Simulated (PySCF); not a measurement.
CH3O, doublet, at a GFN2-xTB geometry; PBE/6-31G* in PySCF.

Here is a job for PySCF.
```python
from pyscf import gto, scf, dft

mol = gto.Mole()
mol.atom = '''
    C    -0.634119    0.245346    0.097239
    O     0.590776   -0.335222   -0.063726
    H    -1.457005   -0.424712   -0.044856
    H    -0.748046    1.304954   -0.034532
    H     1.283558    0.329461    0.005765
'''
mol.basis = '6-31g*'
mol.charge = 0
mol.spin = 1
mol.verbose = 5
mol.build()

mf = dft.UKS(mol)
mf.xc = 'pbe'
mf.kernel()
```

Q: What does PySCF print? Leave out banner, timings and long lists.

A: 
```
PySCF version 2.14.0

[INPUT] verbose = 5
[INPUT] max_memory = 4000
[INPUT] num. atoms = 5
[INPUT] num. electrons = 17
[INPUT] charge = 0
[INPUT] spin (= nelec alpha-beta = 2S) = 1
[INPUT] symmetry False subgroup None
[INPUT] Mole.unit = angstrom
[INPUT] Symbol           X                Y                Z      unit          X                Y                Z       unit  Magmom
[...]
[INPUT] ---------------- BASIS SET ----------------
[INPUT] l, kappa, [nprim/nctr], expnt,             c_1 c_2 ...
[INPUT] C
[...]
                                457.36951         0.0140373
                                103.94869         0.0688426
                                29.210155         0.2321844
                                9.286663          0.4679413
                                3.163927          0.362312
[...]
                                1.8812885         -0.1608542
                                0.5442493         1.1434564
[...]
                                1.8812885         0.316424
                                0.5442493         0.7443083
[...]
[INPUT] O
[...]
                                825.23495         0.0139501
                                188.04696         0.0684451
                                52.9645           0.2327143
                                16.89757          0.470193
                                5.7996353         0.3585209
[...]
                                3.5999336         -0.1480263
                                1.0137618         1.130767
[...]
                                3.5999336         0.3397528
                                1.0137618         0.7271586
[...]
[INPUT] H
[...]
                                2.8253937         0.23472695
                                0.6401217         0.81375733
[...]
nuclear repulsion = 35.3488991047022
number of shells = 18
number of NR pGTOs = 66
number of NR cGTOs = 34
basis = 6-31g*
ecp = {}

******** <class 'pyscf.dft.uks.UKS'> ********
method = UKS
initial guess = minao
damping factor = 0
level_shift factor = 0
DIIS = <class 'pyscf.scf.diis.CDIIS'>
diis_start_cycle = 1
diis_space = 8
diis_damp = 0
SCF conv_tol = 1e-09
SCF conv_tol_grad = None
SCF max_cycles = 50
direct_scf = True
direct_scf_tol = 1e-13
number electrons alpha = 9  beta = 8
XC library pyscf.dft.libxc version 7.1.2
    S. Lehtola, C. Steigemann, M. J. T. Oliveira, and M. A. L. Marques,  SoftwareX 7, 1–5 (2018)
XC functionals = pbe
    J. P. Perdew, K. Burke, and M. Ernzerhof,  Phys. Rev. Lett. 77, 3865 (1996)
    J. P. Perdew, K. Burke, and M. Ernzerhof,  Phys. Rev. Lett. 78, 1396 (1997)
    J. P. Perdew, K. Burke, and M. Ernzerhof,  Phys. Rev. Lett. 77, 3865 (1996)
    J. P. Perdew, K. Burke, and M. Ernzerhof,  Phys. Rev. Lett. 78, 1396 (1997)
radial grids:
    Treutler-Ahlrichs [JCP 102, 346 (1995); DOI:10.1063/1.469408] (M4) radial grids

becke partition: Becke, JCP 88, 2547 (1988); DOI:10.1063/1.454033
pruning grids: <function nwchem_prune>
grids dens level: 3
symmetrized grids: False
atomic radii adjust function: <function treutler_atomic_radii_adjust>
small_rho_cutoff = 0
Set gradient conv threshold to 3.16228e-05
atom C rad-grids = 75, ang-grids = [ 50  50  50  50  50  50  50  50  50  50  50  50  50  50  50  50  50  50
  50  50  50  50  86  86  86  86  86  86  86  86  86  86 266 266 266 266
 266 266 302 302 302 302 302 302 302 302 302 302 302 302 302 302 302 302
 302 302 302 302 266 266 266 266 266 266 266 266 266 266 266 266 266 266
 266 266 266]
atom O rad-grids = 75, ang-grids = [ 50  50  50  50  50  50  50  50  50  50  50  50  50  50  50  50  50  50
  50  50  50  50  50  86  86  86  86  86  86  86  86  86 266 266 266 266
 266 266 266 302 302 302 302 302 302 302 302 302 302 302 302 302 302 302
 302 302 302 302 302 266 266 266 266 266 266 266 266 266 266 266 266 266
 266 266 266]
atom H rad-grids = 50, ang-grids = [ 50  50  50  50  50  50  50  50  50  50  50  50  50  50  50  86  86  86
  86 266 266 266 266 266 302 302 302 302 302 302 302 302 302 302 302 302
 302 266 266 266 266 266 266 266 266 266 266 266 266 266]
tot_boxes 1404, boxes in each direction [11 10  7]
Padding 0 grids
tot grids = 57624
nelec by numeric integration = [8.49195641 8.49195641]
E1 = -224.72918974800183  E2 = 74.39340348758179  Ecoul = 89.17793518516986  Exc = -14.784531697588058
init E= -114.986887155718
cond(S) = 194.72578864585216

  alpha mo_energy =
[-18.98292496  -9.98528801  -1.06623022  -0.67738335  -0.55432759
  -0.48969331  -0.43188209  -0.39643684  -0.16801722   0.01984908
   0.07664773   0.1154122    0.15281916   0.44207122   0.47517339
   0.53901352   0.59507631   0.68933604   0.7722451    0.78562874
   0.84420908   0.89743302   1.03268507   1.31414822   1.36239117
   1.43457492   1.57817935   1.76671732   1.82723247   1.97984524
   2.22087141   2.23078283   2.3686082    2.62296071]
  beta  mo_energy =
[-18.98292496  -9.98528801  -1.06623022  -0.67738335  -0.55432759
  -0.48969331  -0.43188209  -0.39643684  -0.16801722   0.01984908
   0.07664773   0.1154122    0.15281916   0.44207122   0.47517339
   0.53901352   0.59507631   0.68933604   0.7722451    0.78562874
   0.84420908   0.89743302   1.03268507   1.31414822   1.36239117
   1.43457492   1.57817935   1.76671732   1.82723247   1.97984524
   2.22087141   2.23078283   2.3686082    2.62296071]
multiplicity <S^2> = 0.75  2S+1 = 2
nelec by numeric integration = [9.00000046 7.99999887]
E1 = -228.3832207023606  E2 = 78.19449876229272  Ecoul = 93.43623272860243  Exc = -15.241733966309704
cycle= 1 E= -114.839822835366  delta_E= 0.147  |g|= 0.419  |ddm|= 1.39
  alpha mo_energy =
[-18.39663554  -9.83077579  -0.82002485  -0.54128189  -0.39451275
  -0.32808735  -0.21851574  -0.1679787   -0.02122206   0.08419836
   0.13078341   0.18913712   0.27116012   0.53590735   0.56619024
   0.62111749   0.67387771   0.79893422   0.88887317   0.92482388
   1.01071349   1.07178538   1.2191199    1.48110078   1.52310248
   1.60816775   1.78333484   1.90183328   1.96318912   2.13509992
[...]
   0.59060328   0.64341222   0.73999235   0.83689353   0.87283686
   0.8938747    0.96589944   1.11352186   1.39416253   1.43789825
   1.51531494   1.67320517   1.83445684   1.89171715   2.06193184
   2.30133799   2.30569091   2.45117238   2.71603492]
  beta  mo_energy =
[-18.78783971  -9.90491545  -0.9511123   -0.58064135  -0.46023375
  -0.38372982  -0.30139202  -0.28588036  -0.04002828   0.04761766
   0.12681954   0.17217689   0.21938992   0.51886068   0.56406806
   0.59943707   0.66605417   0.7443585    0.84291633   0.89143323
   0.91639575   0.97191412   1.12196453   1.42322996   1.4614267
   1.54113075   1.68432532   1.8745861    1.94780595   2.07086388
   2.32232443   2.34389217   2.46531855   2.72545305]
multiplicity <S^2> = 0.75235406  2S+1 = 2.0023527
nelec by numeric integration = [9.00000057 7.99999877]
E1 = -226.2836629297036  E2 = 76.02542537420989  Ecoul = 91.00379384066233  Exc = -14.978368466452437
cycle= 6 E= -114.909338450792  delta_E= -1.01e-05  |g|= 0.000483  |ddm|= 0.00461
  alpha mo_energy =
[-18.79253035  -9.91673197  -0.96151962  -0.60120145  -0.47022058
  -0.39254374  -0.3291301   -0.29737864  -0.11503125   0.0443226
   0.1126703    0.16381191   0.20597064   0.50156468   0.5076281
   0.59063804   0.64347207   0.74005477   0.8369773    0.87290415
   0.89389149   0.96595174   1.11350914   1.39414304   1.43791517
   1.51532352   1.67322562   1.8344498    1.89169123   2.06190289
   2.30131037   2.30570084   2.45115081   2.71602613]
  beta  mo_energy =
[-18.78766141  -9.90477566  -0.95104658  -0.58057617  -0.4601527
  -0.3837346   -0.3013624   -0.28585331  -0.03989391   0.04768466
   0.12682727   0.17221395   0.21940403   0.51892394   0.56418663
   0.59947736   0.66605356   0.74440003   0.84296252   0.89144799
   0.91642624   0.9719395    1.12194093   1.42329466   1.4614969
   1.54119528   1.68432783   1.87469721   1.94794768   2.07097035
   2.32240857   2.34398963   2.46535955   2.72550326]
multiplicity <S^2> = 0.7523951  2S+1 = 2.0023937
nelec by numeric integration = [9.00000057 7.99999877]
E1 = -226.28358587861257  E2 = 76.02534811943063  Ecoul = 91.00372120232146  Exc = -14.978373082890824
cycle= 7 E= -114.90933865448  delta_E= -2.04e-07  |g|= 0.000196  |ddm|= 0.000912
  alpha mo_energy =
[-18.79252812  -9.9167862   -0.96151414  -0.60122369  -0.47024814
  -0.39254426  -0.32912365  -0.29737608  -0.11505421   0.04431509
   0.11265897   0.16379522   0.20596631   0.5015344    0.50760521
   0.59062186   0.64346168   0.7400582    0.83695657   0.87292067
   0.89387501   0.96595676   1.11352899   1.39413082   1.43790249
   1.5153181    1.67323824   1.83442774   1.8916653    2.06186635
   2.30129385   2.30568145   2.45114469   2.71601926]
  beta  mo_energy =
[-18.78766464  -9.90480566  -0.95104568  -0.58057846  -0.46018067
  -0.38373172  -0.30136271  -0.28585196  -0.0398868    0.0476771
   0.12680163   0.17219248   0.21940892   0.51891977   0.56418793
   0.59946464   0.66603031   0.74439927   0.84293605   0.89145333
   0.91640928   0.97193659   1.12195889   1.42330375   1.46149928
   1.54120687   1.68433787   1.87470088   1.9479596    2.07097253
   2.32240997   2.34400028   2.46537041   2.7255108 ]
multiplicity <S^2> = 0.75240505  2S+1 = 2.0024036
nelec by numeric integration = [9.00000056 7.99999877]
E1 = -226.28353832817982  E2 = 76.02530054450088  Ecoul = 91.00368366478402  Exc = -14.97838312028314
cycle= 8 E= -114.909338678977  delta_E= -2.45e-08  |g|= 3.57e-05  |ddm|= 0.000284
  alpha mo_energy =
[-18.79251823  -9.91677954  -0.96150315  -0.60121922  -0.47024135
  -0.39254247  -0.32911595  -0.29736894  -0.11505116   0.04432182
   0.1126624    0.16379624   0.20596867   0.5015352    0.50760537
   0.59062251   0.64346375   0.74006569   0.83695973   0.87292884
   0.89387743   0.9659663    1.11353441   1.39413461   1.43790651
   1.51532233   1.67324542   1.83442964   1.8916676    2.06186444
   2.30129887   2.30568419   2.45114971   2.71602604]
  beta  mo_energy =
[-18.78765742  -9.90479415  -0.95103647  -0.58057063  -0.46017309
  -0.38372985  -0.30135625  -0.28584605  -0.03988149   0.04768428
   0.12680094   0.17219305   0.21941221   0.51892591   0.56419207
   0.59946705   0.66603001   0.74440635   0.84293765   0.8914595
   0.91641174   0.9719444    1.12196364   1.42331184   1.46150666
   1.54121489   1.68434503   1.87470824   1.94796689   2.07098034
   2.32241819   2.34400995   2.46537929   2.72552039]
multiplicity <S^2> = 0.75240707  2S+1 = 2.0024056
nelec by numeric integration = [9.00000056 7.99999877]
E1 = -226.2834140432796  E2 = 76.02517625878313  Ecoul = 91.00354428711903  Exc = -14.978368028335893
cycle= 9 E= -114.909338679794  delta_E= -8.18e-10  |g|= 7.14e-06  |ddm|= 5.27e-05
  alpha mo_energy =
[-18.79252277  -9.91677981  -0.96150568  -0.6012201   -0.47024178
  -0.39254248  -0.32911791  -0.2973699   -0.11505107   0.04431963
   0.11266357   0.16379739   0.20596866   0.50153576   0.50760591
   0.59062278   0.64346475   0.74006307   0.83696064   0.87292621
   0.89387832   0.96596359   1.11353291   1.39413375   1.43790562
   1.51532105   1.6732436    1.83442945   1.89166762   2.06186467
   2.30129774   2.30568318   2.45114821   2.71602424]
  beta  mo_energy =
[-18.78766249  -9.90479425  -0.95103938  -0.5805717   -0.4601733
  -0.3837299   -0.30135814  -0.28584774  -0.03988207   0.04768236
   0.12680158   0.17219411   0.21941202   0.51892633   0.56419223
   0.59946763   0.66603091   0.74440414   0.84293852   0.89145713
   0.91641223   0.97194173   1.12196205   1.42331093   1.46150551
   1.54121392   1.68434355   1.87470789   1.94796624   2.07098134
   2.32241795   2.34400874   2.46537807   2.72551871]
multiplicity <S^2> = 0.75240713  2S+1 = 2.0024057
nelec by numeric integration = [9.00000056 7.99999877]
E1 = -226.2834584914982  E2 = 76.02522070700418  Ecoul = 91.00359434212776  Exc = -14.978373635123578
Extra cycle  E= -114.909338679792  delta_E= 2.44e-12  |g|= 9.02e-06  |ddm|= 1.8e-05
converged SCF energy = -114.909338679792  <S^2> = 0.75240713  2S+1 = 2.0024057
```
